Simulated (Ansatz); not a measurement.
**Worked example: the barrier**

An elementary step of AlSiNH6O, singlet (AlSiNH₆O ([NH2][Al]([OH])[SiH3]) → AlSiNH₆O ([OH][AlH][NH][SiH3]); bonds formed: Al1–H4, Si2–N3; bonds broken: Al1–Si2, N3–H4). “Start” is the structure reached by relaxing down from the saddle towards the reactants; PBE0-D4/def2-TZVP structures. The saddle:

Al1  (-1.061, 0.654, 0.296)
Si2  (1.282, -0.706, -0.252)
N3  (-1.512, 0.676, -1.316)
H4  (-0.029, -0.035, -1.008)
O5  (-0.951, 0.907, 1.952)
H6  (1.002, -1.696, 0.826)
H7  (1.810, -1.423, -1.438)
H8  (2.283, 0.274, 0.241)
H9  (-2.235, 1.003, -1.937)
H10  (-0.590, 0.346, 2.635)
(Å)

Computed with Ansatz 0.2.0 (basis: def2-TZVPP and def2-QZVPP); correlated methods freeze the cores.

Energies in eV:

| quantity | saddle | start |
| --- | --- | --- |
| Hartree–Fock, triple zeta (X = 3) | -18059.65481 | -18063.83995 |
| Hartree–Fock, quadruple zeta (X = 4) | -18060.29278 | -18064.46914 |
| MP2 correlation, X = 3 | -18.94444 | -18.06581 |
| MP2 correlation, X = 4 | -20.34526 | -19.45163 |
| CCSD(T) correlation, X = 3 | -20.57151 | -19.81410 |

Q: Work out the barrier at the basis limit: extrapolate Hartree–Fock as E(X) = E∞ + A exp(−7.88 √X) and the MP2 correlation as E(X) = E∞ + B X^−2.97 (the exponents that Neese and Valeev fitted for def2-TZVPP and QZVPP), then add CCSD(T) − MP2 in triple zeta.

A: Each step is linear, so take the differences first (saddle − start): Hartree–Fock 4.18514 (X = 3) and 4.17636 (X = 4); MP2 correlation -0.87863 and -0.89363; CCSD(T) correlation -0.75741.
Two points give E∞ = E(4) + w [E(4) − E(3)], with w = 1/(exp(7.88 (2 − √3)) − 1) = 0.1377 for Hartree–Fock and w = 1/((4/3)^2.97 − 1) = 0.7407 for the correlation.
Hartree–Fock: 4.17636 + 0.1377 × (-0.00878) = 4.1752 eV.
MP2 correlation: -0.89363 + 0.7407 × (-0.01500) = -0.9047 eV.
CCSD(T) − MP2: -0.75741 − (-0.87863) = 0.1212 eV.
Sum: 4.1752 + (-0.9047) + 0.1212 = 3.3917 eV, or 78.21 kcal/mol. Plain CCSD(T) in triple zeta gives 3.4277 eV, so the larger basis shifts the result by -0.0360 eV.

The T1 diagnostic stays at or below 0.021.

Labels in which every atom is bracketed show which atoms are joined, not bond orders.

For scale, one of the runs: CCSD(T)/def2-TZVPP, 230 basis functions, launched by `ansatz run in.yaml --threads 4 --pin off --events-out ev --progress --plain --max-ram 9574MiB`. Hardware: 4 CPU threads of an Arm Neoverse V2, shared host. Wall time 91 s; peak host memory 3.7 GiB.
